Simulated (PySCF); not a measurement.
C4H6BrF, SMILES F/C=C/CCBr.

The structure is a stationary point at PBE0-D3(BJ)/def2-SVP. The structure was generated by enumeration; whether it is a known compound was not checked. The values are those of a single conformer.

Method: r2SCAN/def2-TZVP in PySCF.

Symmetry labels are those of the subgroup Cs that the program uses (full group Cs).

Task: List the valence orbital energies around the gap with their symmetry. (Estimate from the structure and the level; the computed values follow.)

Result: 
| orbital | symmetry | energy (eV) |
|---|---|---|
| HOMO−7 | A' | -11.14 |
| HOMO−6 | A' | -10.30 |
| HOMO−5 | A" | -9.88 |
| HOMO−4 | A' | -9.48 |
| HOMO−3 | A' | -9.09 |
| HOMO−2 | A' | -7.09 |
| HOMO−1 | A" | -7.06 |
| HOMO | A" | -6.51 |
| LUMO | A' | -0.85 |
| LUMO+1 | A" | -0.59 |
| LUMO+2 | A' | 1.22 |
| LUMO+3 | A' | 1.36 |
